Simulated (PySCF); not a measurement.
# Bond length, frequency and bond energy of TlGe⁺ by level of theory

State: ³Π (triplet), unpaired electrons σ ↑, π ↑. Set-up: PySCF, scalar-relativistic core potentials, basis sets Tl def2-SVP with ECP60, Ge def2-SVP. De refers to Tl⁺ + Ge in their high-spin ground configurations, without counterpoise correction. The functionals are run spin-unrestricted. A positive dipole points towards Ge; it is taken about the centre of mass and depends on that origin.

| Level | Re (Å) | ωe (cm⁻¹) | De (eV) | μ (D) |
| --- | --- | --- | --- | --- |
| UHF | 3.527 | 58.4 | n/a | -0.70 |
| UHF-MP2 | 3.317 | 72.9 | n/a | n/a |
| UHF-SCS-MP2 | 3.372 | 68.6 | n/a | n/a |
| UHF-CCSD | 3.344 | 71.2 | n/a | n/a |
| UHF-CCSD(T) | 3.320 | 73.1 | n/a | n/a |
| PBE | 3.250 | 77.9 | n/a | 1.15 |
| BP86 | 3.253 | 77.1 | n/a | 1.16 |
| r²SCAN | 3.221 | 79.1 | n/a | 0.90 |
| PBE0 | 3.236 | 79.2 | n/a | 0.79 |
| MN15 | 3.231 | 82.4 | n/a | 0.76 |
| M06-2X | 3.331 | 76.3 | n/a | 0.17 |
| LC-ωPBE | 3.207 | 80.6 | n/a | 0.36 |

Problem. What does a quarter of exact exchange do here, going from PBE to PBE0?

Solution. PBE0 less PBE: -1.4 pm in Re, +1.7 % in ωe. Exact exchange removes part of the self-interaction that spreads semilocal densities, and in most molecules shortens and stiffens the bond and lowers De; so it does here.

Problem. What does the step from GGA to meta-GGA do here, going from PBE to r²SCAN?

Solution. r²SCAN less PBE: -2.9 pm in Re, +1.5 % in ωe. 

Problem. What does second-order correlation do here, going from UHF to UHF-MP2?

Solution. UHF-MP2 less UHF: -21.0 pm in Re, +24.8 % in ωe. Correlation nearly always deepens the well. The bond shortens, as in weak, metallic or heavy-atom bonds, where dispersion and the correlation of outer-core electrons pull the atoms together.

Correlated steps freeze 13 core orbitals. Spin–orbit coupling is left out, which matters for elements this heavy, above all for dissociation energies. The state is the lowest determinant that a PBE0 search found; another state may lie lower at other levels.

The whole job (state search and all levels along the bond) took about 3.4 min on 1 thread of Oxide Virtual Turin-like (shared host), peak memory 0.83 GiB.
